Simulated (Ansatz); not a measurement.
GaSiH$_{6}$Br, closed shell: at the start structure of a reaction step.

Input (in.yaml):

```yaml
crystal:
  periodic: [false, false, false]
  atoms:
    - {symbol: Ga, position_ang: [-1.106097, -1.329290, -0.058392]}
    - {symbol: Br, position_ang: [-3.245318, -0.545920, 0.323102]}
    - {symbol: H, position_ang: [-0.704957, -1.484090, -1.557401]}
    - {symbol: H, position_ang: [-0.353633, -1.865422, 1.198148]}
    - {symbol: H, position_ang: [-0.329794, 0.646630, 0.115588]}
    - {symbol: Si, position_ang: [1.117144, 1.051871, 0.016359]}
    - {symbol: H, position_ang: [1.212561, 2.035925, -1.085528]}
    - {symbol: H, position_ang: [1.488516, 1.648088, 1.319370]}
    - {symbol: H, position_ang: [1.921676, -0.157693, -0.271248]}
basis:
  gaussian: {orbitals: 6-31G}
hamiltonian: {xc: {name: B3LYP}, dispersion: d4}
```

Command:

```bash
ansatz run in.yaml --threads 8 --pin off --events-out ev --progress --plain --max-ram 19148MiB
```

What Ansatz 0.2.0 printed:

```
Functional definition: B3LYP
  name "B3LYP"
  cite "Stephens, Devlin, Chabalowski & Frisch, J. Phys. Chem. 98, 11623 (1994) doi:10.1021/j100096a001"
  cite "Becke, Phys. Rev. A 38, 3098 (1988) doi:10.1103/PhysRevA.38.3098"
  cite "Lee, Yang & Parr, Phys. Rev. B 37, 785 (1988) doi:10.1103/PhysRevB.37.785"
  cite "Vosko, Wilk & Nusair, Can. J. Phys. 58, 1200 (1980) doi:10.1139/p80-159"
  parameter a0 = 0.2
  parameter ax = 0.72
  parameter ac = 0.81
  exchange = (1 - a0 - ax)*slater_x + ax*b88_x + a0*exact_x
  correlation = (1 - ac)*vwn_rpa_c + ac*lyp_c
848 factors; integrals over basis functions are off by at most 5.8e-4 eV
mean field evaluation 1: about -130381.3685 eV, gradient 2.0e1 eV
mean field evaluation 2: about -130381.3715 eV, gradient 2.3e1 eV
mean field evaluation 4: about -130382.1822 eV, gradient 4.8e-1 eV
mean field evaluation 8: about -130382.2220 eV, gradient 3.4e-2 eV
mean field -130382.22204223 eV, -4791.4582838077 hartree, gradient 2.0e-5 eV, S^2 0.000000; 0 other end points of the search recorded, 0 dependent functions left out
reference -130382.22233418 eV, -4791.4582945365 hartree; 43, 43 occupied and 40, 40 virtual orbitals, 848 factors
Total energy: -130382.53229596 eV, -4791.4696854221 hartree
```

The lines “mean field evaluation” count trial sets of orbitals through the whole run, from several starts and some on an approximate energy, so they need not fall steadily or lie above the final value.

Hardware: 8 CPU threads of an Arm Neoverse V2, shared host. Wall time about 0.6 s.
